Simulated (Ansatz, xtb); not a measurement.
## Relative energy of two isomers of C5H5FO2

We compare I, `COc1ccc(F)o1`, a singlet, with II, `COc1cc(F)co1`, a singlet. Both are isolated molecules in the gas phase, relaxed with PBE0-D3(BJ)/def2-SVP; each stands in its lowest conformer found.

Quicker runs give these differences E(II) − E(I): GFN2-xTB −0.27 kJ/mol; HF/STO-3G +12.12 kJ/mol (at GFN2-xTB geometries); r2SCAN-D4/def2-SVP +7.98 kJ/mol (at GFN2-xTB geometries).

**Question.** Estimate E(II) − E(I) at the level CCSD(T)/def2-SVP + ΔMP2/def2-TZVPP.

**Answer.** Calculated at CCSD(T)/def2-SVP + ΔMP2/def2-TZVPP: E(II) − E(I) = +7.86 kJ/mol, so structure I lies lower.

Level by level:

| level | geometry | E(II) − E(I) (kJ/mol) | departure from the last row (kJ/mol) | job, with rough time for the two |
| --- | --- | --- | --- | --- |
| GFN2-xTB | GFN2-xTB | −0.27 | −8.13 | optimisation, 0.12 s |
| HF/STO-3G | GFN2-xTB | +12.12 | +4.26 | single point, 0.52 s |
| r2SCAN-D4/def2-SVP | GFN2-xTB | +7.98 | +0.12 | single point, 6.5 s |
| PBE0-D3(BJ)/def2-SVP | PBE0-D3(BJ)/def2-SVP | +9.26 | +1.40 | optimisation, 41 s |
| HF/def2-SVP | PBE0-D3(BJ)/def2-SVP | +7.89 | +0.04 | part of the CCSD(T) run |
| MP2/def2-SVP | PBE0-D3(BJ)/def2-SVP | +11.52 | +3.66 | part of the CCSD(T) run |
| CCSD(T)/def2-SVP | PBE0-D3(BJ)/def2-SVP | +10.13 | +2.27 | single point |
| CCSD(T)/def2-SVP + ΔMP2/def2-TZVPP | PBE0-D3(BJ)/def2-SVP | +7.86 |  | single point, 2.3 min |

As drawn, both hold the same kinds of bond in the same numbers.

GFN2-xTB finds them nearly level. The largest departure from CCSD(T)/def2-SVP + ΔMP2/def2-TZVPP is that of GFN2-xTB, 8.13 kJ/mol. The last row adds to CCSD(T) the change of the MP2 difference between the two basis sets, here −2.27 kJ/mol.

With thermal terms from frequencies at re-optimised GFN2-xTB minima (ideal gas, soft modes damped towards free rotors, one conformer each, 298.15 K, 1 atm): on the last row, ΔE + ΔZPE = +7.60, ΔH = +7.52, ΔG = +7.62 kJ/mol.

The correlated steps freeze 8 core orbitals. Programs: Ansatz 0.2.0, xtb 6.7.1; the last row on 2 threads of Arm Neoverse V2 on a shared host.
